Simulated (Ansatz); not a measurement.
F⁻ beside GeH₄: one fragment in the basis of the whole pair (the partner's atoms are ghosts).

in.yaml

```yaml
crystal:
  periodic: [false, false, false]
  atoms:
    - {symbol: F, position_ang: [0.560150, -0.215983, -1.770538]}
basis:
  gaussian:
    orbitals: "def2-TZVPPD.json"
    ghost_atoms:
      - {symbol: Ge, position_ang: [-0.031599, 0.012189, 0.099803]}
      - {symbol: H, position_ang: [-0.398431, -1.501897, 0.056043]}
      - {symbol: H, position_ang: [-1.037730, 1.063002, -0.459148]}
      - {symbol: H, position_ang: [1.437081, 0.438565, 0.399989]}
      - {symbol: H, position_ang: [-0.529571, 0.204224, 1.673852]}
total_charge: -1
hamiltonian: {xc: {name: B2PLYP}}
```

The basis file named in the input lies beside it (Basis Set Exchange, JSON).

Command:

```bash
ansatz run in.yaml --threads 2 --pin off --events-out ev --progress --plain --max-ram 5222MiB
```

Output of Ansatz 0.2.0:

```
Functional definition: B2PLYP
  name "B2PLYP"
  cite "Grimme, J. Chem. Phys. 124, 034108 (2006) doi:10.1063/1.2148954"
  cite "Becke, Phys. Rev. A 38, 3098 (1988) doi:10.1103/PhysRevA.38.3098"
  cite "Lee, Yang & Parr, Phys. Rev. B 37, 785 (1988) doi:10.1103/PhysRevB.37.785"
  parameter a = 0.53
  parameter c = 0.27
  exchange = (1 - a)*b88_x + a*exact_x
  correlation = (1 - c)*lyp_c + c*(mp2_os + mp2_ss)
918 factors; integrals over basis functions are off by at most 1.3e-3 eV
mean field evaluation 1: about -2690.2459 eV, gradient 1.2e2 eV
mean field evaluation 2: about -2690.2491 eV, gradient 1.2e2 eV
mean field evaluation 4: about -2712.9104 eV, gradient 3.0e1 eV
mean field evaluation 8: about -2714.4058 eV, gradient 5.1e-1 eV
mean field evaluation 16: about -2714.4065 eV, gradient 5.2e-5 eV
mean field -2714.40648054 eV, -99.7525982691 hartree, gradient 8.8e-6 eV, S^2 0.000000; 0 other end points of the search recorded, 0 dependent functions left out
1 core orbitals not correlated: weight in the atoms' cores, before any rotation towards them, 1.000 or more for the frozen orbitals, at most 0.000 for the correlated occupied ones
reference -2714.40661435 eV, -99.7526031864 hartree; 4, 4 occupied and 157, 157 virtual orbitals, 918 factors
second order -9.47086463 eV of doubles, -0.00000000 eV of singles
Total energy: -2716.96374780 eV, -99.8465761075 hartree
```

The lines “mean field evaluation” count trial sets of orbitals through the whole run, from several starts and some on an approximate energy, so they need not fall steadily or lie above the final value.

Hardware: 2 CPU threads of an Intel Xeon Platinum 8175M, shared host. Wall time about 3.1 s.
